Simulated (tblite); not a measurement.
Species: C8H9ClOSi.
Numbering: `[CH3:1][c:2]1[c:3]([SiH3:4])[cH:5][cH:6][cH:7][c:8]1[C:9](=[O:10])[Cl:11]` (hydrogens: H12, H13, H14 on C1; H15, H16, H17 on Si4; H18 on C5; H19 on C6; H20 on C7)

Cartesian coordinates in Å at the GFN2-xTB level; atoms count from 1:
```
atom  x, y, z in Å
C1    -0.0136   -1.6402    1.0643
C2    -0.1482   -0.3943    0.2513
C3     0.9909    0.3256   -0.1230
Si4    2.7501   -0.2359    0.3081
C5     0.8404    1.4878   -0.8723
C6    -0.4061    1.9525   -1.2542
C7    -1.5325    1.2474   -0.8920
C8    -1.4190    0.0720   -0.1452
C9    -2.6101   -0.7030    0.1926
O10   -2.6973   -1.8555    0.4746
Cl11  -4.1198    0.2568    0.1809
H12   -0.7635   -1.6812    1.8517
H13    0.9730   -1.7089    1.5133
H14   -0.1705   -2.5135    0.4314
H15    2.9733   -1.5892   -0.2041
H16    2.9534   -0.1921    1.7586
H17    3.6783    0.6932   -0.3381
H18    1.7202    2.0419   -1.1661
H19   -0.4967    2.8565   -1.8371
H20   -2.5075    1.5908   -1.1980
```

Calculated harmonic vibrations of the isolated species, GFN2-xTB (tblite), most abundant isotopes, no scaling. Errors from tens to a few hundred cm⁻¹ against measured bands are possible. Modes of hydrogen on silicon can be 10 to 20 % off. One conformer, not necessarily the lowest.

Harmonic wavenumbers (cm⁻¹): 29.0, 59.0, 129.7, 139.6, 161.9, 165.0, 224.1, 243.1, 297.2, 359.1, 386.4, 414.4, 452.2, 462.4, 482.6, 551.0, 565.2, 608.5, 641.0, 678.3, 698.0, 772.5, 796.1, 798.4, 803.2, 810.8, 883.9, 905.9, 924.7, 1017.5, 1034.5, 1130.1, 1162.7, 1192.9, 1230.4, 1243.7, 1308.8, 1402.1, 1410.2, 1432.4, 1459.4, 1475.9, 1555.9, 1572.4, 1791.9, 2245.0, 2257.8, 2263.1, 3007.8, 3036.4, 3051.6, 3074.2, 3091.2, 3112.0.

A = 1708, B = 501.8, C = 395.9 MHz; mass 184.011 u (most abundant isotopes); point group C1, symmetry number 1.

Task: Zero-point energy?

Result: Half the sum of the wavenumbers: 30502 cm⁻¹ = 87.21 kcal/mol.

Task: Give the ideal-gas entropy at 298.15 K and 1 bar in the rigid-rotor, harmonic-oscillator model (classical rotation).

Result: Translation 41.56, rotation 31.23, vibration 36.10: S = 108.9 cal/(mol K).

Task: And Cp and H(298.15 K) − H(0)?

Result: Cp = 46.46 cal/(mol K), of which vibrations give 38.51 (their classical limit is 54 R = 107.3); H(298.15 K) − H(0) = 8.08 kcal/mol without the zero-point energy, 5.71 from vibrations.

Task: How do the functions run with temperature in this model?

Result: 
```json
{"T (K)": "150", "S (cal/(mol K))": "84.2", "Cp (cal/(mol K))": "27.3", "H − H(0) (kcal/mol)": "2.59", "G − H(0) (kcal/mol)": "-10.03", "ln q(vib)": "3.78"}
{"T (K)": "250", "S (cal/(mol K))": "101.2", "Cp (cal/(mol K))": "40.5", "H − H(0) (kcal/mol)": "5.99", "G − H(0) (kcal/mol)": "-19.32", "ln q(vib)": "6.97"}
{"T (K)": "400", "S (cal/(mol K))": "124.1", "Cp (cal/(mol K))": "57.6", "H − H(0) (kcal/mol)": "13.40", "G − H(0) (kcal/mol)": "-36.26", "ln q(vib)": "11.81"}
{"T (K)": "600", "S (cal/(mol K))": "150.8", "Cp (cal/(mol K))": "73.6", "H − H(0) (kcal/mol)": "26.63", "G − H(0) (kcal/mol)": "-63.82", "ln q(vib)": "18.10"}
{"T (K)": "900", "S (cal/(mol K))": "183.7", "Cp (cal/(mol K))": "88.2", "H − H(0) (kcal/mol)": "51.12", "G − H(0) (kcal/mol)": "-114.17", "ln q(vib)": "26.79"}
```

q(vib) and H(0) count from the zero-point level.

Task: Which modes carry the vibrational entropy at 298.15 K?

Result: 29.0 cm⁻¹: 5.90; 59.0 cm⁻¹: 4.49; 129.7 cm⁻¹: 2.95; 139.6 cm⁻¹: 2.81; 161.9 cm⁻¹: 2.53; 165.0 cm⁻¹: 2.49 cal/(mol K); the other 48 give 14.93 together.

Task: What must be added to the electronic energy to get the Gibbs energy at 298.15 K and 1 bar?

Result: ZPE + [H(298.15 K) − H(0)] − T·S = 87.21 + 8.08 − 32.47 = 62.82 kcal/mol.

Task: Blend soft modes into free rotors: weight 1/[1 + (100 cm⁻¹/ν̃)⁴] for the oscillator and the rest for a rotor with moment μB/(μ + B), μ = h/(8π²ν), B = 10⁻⁴⁴ kg m². What vibrational entropy results?

Result: 33.15 cal/(mol K) in place of 36.10, which changes −T·S at 298.15 K by +0.88 kcal/mol.

Hindered rotation and anharmonicity are outside this model. Other conformers, if any are populated, would add a mixing term that is left out. The structure is chiral; the term R ln 2 for an equal mix with its mirror image is left out.

On one thread, Arm Neoverse V1 (aarch64), no GPU (shared host), this took 1.1 s. This covers the Hessian and the dipole derivatives.
